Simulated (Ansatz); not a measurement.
`BC(C)(C)C` + H₂ → `BC(C)C` + CH₄ at 700 K and 1 bar (hydrogenolysis of a C–C bond).

Gas-phase electronic energies from Ansatz, PBE0-D4/def2-TZVP geometries. CBS: MP2 limit from def2 TZ/QZ plus the TZ coupled-cluster correction, frozen cores. This one scheme is used for every species.

```json
{"species": "`BC(C)(C)C`", "CCSD(T)/CBS energy (Eh)": "-183.61206", "H − E (kJ/mol)": "464.1", "S (J/(mol·K))": "480.0"}
{"species": "H₂", "CCSD(T)/CBS energy (Eh)": "-1.17544", "H − E (kJ/mol)": "46.8", "S (J/(mol·K))": "155.3"}
{"species": "`BC(C)C`", "CCSD(T)/CBS energy (Eh)": "-144.34943", "H − E (kJ/mol)": "372.3", "S (J/(mol·K))": "424.3"}
{"species": "CH₄", "CCSD(T)/CBS energy (Eh)": "-40.46206", "H − E (kJ/mol)": "145.9", "S (J/(mol·K))": "224.0"}
```

H − E and S are ideal-gas, rigid-rotor, harmonic terms from PBE0-D4/def2-TZVP. The MP2-based limit puts H₂ 0.8 mEh under its directly extrapolated value; such offsets cancel only in part. 1 Eh = 2625.50 kJ/mol, R = 8.31446 J/(mol·K).

**Question.** By hand: ΔE, ΔH, ΔS and ΔG.

**Answer.** ΔE = (-144.34943) + (-40.46206) − (-183.61206) − (-1.17544) = -0.02399 Eh = -63.0 kJ/mol. Δ(H − E) = 372.3 + 145.9 − 464.1 − 46.8 = 7.3, so ΔH = -55.7 kJ/mol. ΔS = 424.3 + 224.0 − 480.0 − 155.3 = 13.0 J/(mol·K). ΔG = -55.7 − 700 × (13.0)/1000 = -64.8 kJ/mol.

**Question.** By hand: the equilibrium constant, and the temperature at which ΔG would vanish if ΔH and ΔS stayed fixed.

**Answer.** log₁₀ K = −ΔG/(RT ln 10) = 4.8. ΔH and −TΔS have one sign here, so there is no such temperature.

The number of gas molecules stays the same, so ΔS is small and ΔH decides. A doubt of 5 kJ/mol in ΔE shifts log₁₀ K by 0.4 here. These are equilibria of isolated gas molecules and say nothing of rates. Largest T1 diagnostic: 0.009 (customary marks: 0.02 for closed shells, 0.045 for open ones).
